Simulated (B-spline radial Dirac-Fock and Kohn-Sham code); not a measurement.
**I⁺: non-radiative channels of the M5 vacancy**

System: iodine as I⁺ in the configuration [Kr] 4d10 5s2 5p4, inside a Watson sphere of charge -1 and radius 1.8 Å (a model of the Madelung potential; inside it an electron's potential energy is raised by 8.0 eV).

Method: independent-particle radiative and Coulomb Auger rates from relativistic LDA hole-state orbitals, with Dirac-Fock energies. Computed with a radial B-spline solver. Kinetic energies are configuration averages from the vacuum level; the two-hole energies are estimated from single-hole states.

| transition | kinetic energy (eV) | width (meV) | share (%) |
| --- | --- | --- | --- |
| M5-N2N3 | – | 10.3 | 1.7 |
| M5-N3N3 | – | 7.58 | 1.2 |
| M5-N1N4 | 343.7 | 7.60 | 1.2 |
| M5-N1N5 | 345.5 | 74.0 | 12.0 |
| M5-N2N5 | 396.3 | 67.9 | 11.1 |
| M5-N3N5 | – | 113 | 18.3 |
| M5-N4N5 | 492.1 | 134 | 21.8 |
| M5-N5N5 | 494.1 | 155 | 25.3 |
| M5-N5O1 | 535.4 | 9.86 | 1.6 |
| M5-N5O3 | 549.7 | 9.16 | 1.5 |

A dash stands for an energy that rests on an unreliable hole state.

The listed channels hold 96 % of the non-radiative rate. Summed by principal shells, of 0.614 eV in all: MNN 95.3 %, MNO 4.7 %.
